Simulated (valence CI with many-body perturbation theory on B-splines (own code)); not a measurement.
The numbers below are computed, except where a source is named.
## Ladder of approximations for Te18+

Method: configuration interaction combined with many-body perturbation theory (CI+MBPT): six valence electrons over a frozen Dirac-Fock core [Ar] 3d10, radial functions for each j: 9 s, 9 p, 8 d, 6 f, 3 g, 1 h, with the one-electron correlation potential Σ1, the two-electron term Σ2, the three-electron term Σ3, Breit, model QED; selected CI, second order for the rest, scaled by the run's own slope (own B-spline code, finite nucleus).

No measured levels were compared; by estimate levels hold to about 250 cm⁻¹ or 0.2 % of their energy and the worst to 1 %, as in measured heavy ions of charge 2 to 7; those with d or f electrons hold less well. Among the levels kept, up to 1000 cm⁻¹ of a level comes from second order outside the variational space, and about a tenth of that is noise between levels of different J, which matters for small intervals.

Each rung adds one term. CI alone is the Dirac-Coulomb CI over the frozen core; QED comes last and gives the full result, which names the levels. Energies are above (4s^2 4p1/2^2 4p3/2^2) J=2 on the same rung, in cm⁻¹.

Levels are named by their leading jj configuration (3d3/2^4 stands for four electrons in 3d with j = 3/2), which in mixed levels can hold well under half, so a name can repeat and another be missing. Letters in brackets count levels of one name in rising energy.

| Level | CI alone | Σ1 | Σ2 | Σ3 | Breit | QED | Full |
| --- | --- | --- | --- | --- | --- | --- | --- |
| (4s^2 4p1/2^2 4p3/2^2) J=0 | 36333 | +76 | -527 | -168 | +7 | +1 | 35722 |
| (4s^2 4p1/2 4p3/2^3) J=1 | 94343 | +781 | +601 | +50 | -1319 | +187 | 94643 |
| (4s^2 4p1/2 4p3/2^3) J=2 | 116827 | +794 | +179 | -65 | -1378 | +180 | 116536 |
| (4s^2 4p3/2^4) J=0 | 230515 | +1560 | +415 | -157 | -2590 | +332 | 230075 |
| (4s 4p1/2^2 4p3/2^3) J=2 | 474469 | +848 | +875 | +366 | -352 | -1560 | 474645 |
| (4s 4p1/2^2 4p3/2^3) J=1 | 512961 | +956 | +216 | +331 | -559 | -1461 | 512445 |
| (4s 4p1/2 4p3/2^4) J=0 | 571688 | +1538 | +1641 | +406 | -1561 | -1306 | 572406 |
| (4s^2 4p1/2^2 4p3/2 4d3/2) J=2 | 615613 | +139 | +202 | +394 | -1157 | -214 | 614977 |
| (4s 4p1/2 4p3/2^4) J=1 | 619032 | +1226 | -394 | +294 | -1603 | -1066 | 617489 |
| (4s^2 4p1/2^2 4p3/2 4d3/2) J=3 | 621174 | +223 | +253 | +425 | -1412 | -189 | 620474 |
| (4s^2 4p1/2^2 4p3/2 4d3/2) J=0 | 622365 | +257 | -24 | +413 | -1090 | -238 | 621682 |
| (4s^2 4p1/2^2 4p3/2 4d3/2) J=1 | 632137 | +558 | -521 | +425 | -1455 | -334 | 630811 |
| (4s^2 4p1/2^2 4p3/2 4d5/2) J=4 | 637337 | +426 | +134 | +452 | -1874 | -136 | 636339 |
| (4s^2 4p1/2^2 4p3/2 4d5/2) J=2 | 653206 | +517 | -226 | +431 | -1887 | -156 | 651886 |
| (4s^2 4p1/2^2 4p3/2 4d5/2) J=3 | 683966 | +532 | -491 | +241 | -1880 | -129 | 682240 |
| (4s^2 4p1/2 4p3/2^2 4d3/2) J=1 [a] | 695750 | +761 | +289 | +378 | -2262 | -64 | 694851 |
| (4s^2 4p1/2 4p3/2^2 4d3/2) J=2 [a] | 699052 | +809 | +561 | +464 | -2337 | -59 | 698490 |
| (4s^2 4p1/2 4p3/2^2 4d3/2) J=0 | 701197 | +839 | +468 | +503 | -2337 | -41 | 700630 |
| (4s^2 4p1/2 4p3/2^2 4d3/2) J=3 [a] | 709311 | +873 | +467 | +435 | -2576 | -41 | 708469 |

The middle columns are the shifts that each term adds.

**Question.** How does the ionisation energy move along the ladder, and which term matters most?

**Answer.** CI alone 523.82, + Σ1 524.98, + Σ2 525.10, + Σ3 524.82, + Breit 524.57, + QED 524.57 eV. The largest step is Σ1, 1.16 eV. NIST lists 522 ± 3 eV (theoretical).
